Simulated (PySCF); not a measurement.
trisilylphosphine (H$_{9}$PSi$_{3}$), singlet, at a GFN2-xTB geometry. Base run: MP2/pcseg-1 (PySCF).

PySCF was given this input:
```python
from pyscf import gto, scf, mp

mol = gto.M(
    atom='''
Si   -0.731504    1.823058   -0.407917
P     0.188212   -0.173504   -0.737277
Si    1.864737   -0.162405    0.722091
Si   -1.275283   -1.529703    0.242275
H     0.236601    2.814525   -0.869990
H    -1.054774    2.071249    1.000379
H    -1.955103    1.860164   -1.204897
H     2.822957    0.836621    0.255715
H     2.443405   -1.503574    0.709543
H     1.428875    0.171890    2.081382
H    -0.684659   -2.865665    0.231555
H    -2.496811   -1.479831   -0.557180
H    -1.574971   -1.136111    1.622375
''',
    basis='pcseg-1',
    charge=0,
    spin=0,
    verbose=4,
)

mf = scf.RHF(mol)
mf.kernel()

pt = mp.MP2(mf, frozen=20)
pt.kernel()
print('E(MP2) = %.10f' % pt.e_tot)
mf.analyze()
```

The base run was repeated with changes; each row names its change, and settings that it needs were set with it.

```csv
change,basis functions,E (Eh),MP2 correlation (Eh),SCF-reference HOMO (eV),SCF-reference HOMO-LUMO gap (eV),SCF-reference dipole (D)
base,117,-1213.09004,-0.40003,-9.32,12.02,1.26
basis = STO-3G,45,-1199.15237,-0.15078,-6.12,17.07,0.79
basis = 3-21G,70,-1206.61087,-0.22602,-9.27,12.19,1.84
basis = 6-31G,70,-1212.74228,-0.21891,-9.15,11.91,1.77
basis = pcseg-0,70,-1211.31148,-0.23031,-9.46,12.53,1.80
basis = def2-SV(P),90,-1212.73929,-0.35622,-9.42,12.88,0.88
basis = 6-31G*,90,-1213.04714,-0.33996,-9.26,12.30,1.21
basis = 6-31+G*,106,-1213.05556,-0.34508,-9.33,10.94,1.03
basis = pc-1,117,-1213.15011,-0.41194,-9.43,12.38,1.10
basis = 6-31G**,117,-1213.12146,-0.40073,-9.24,12.28,1.22
basis = def2-SVP,117,-1212.83312,-0.43053,-9.39,12.87,0.90
basis = cc-pVDZ,117,-1213.21369,-0.43544,-9.33,12.62,0.80
basis = cc-pV(D+d)Z,137,-1213.23858,-0.43572,-9.35,12.62,0.78
```

Totals compare only among sets that treat the same electrons; sets with core potentials leave the core out.
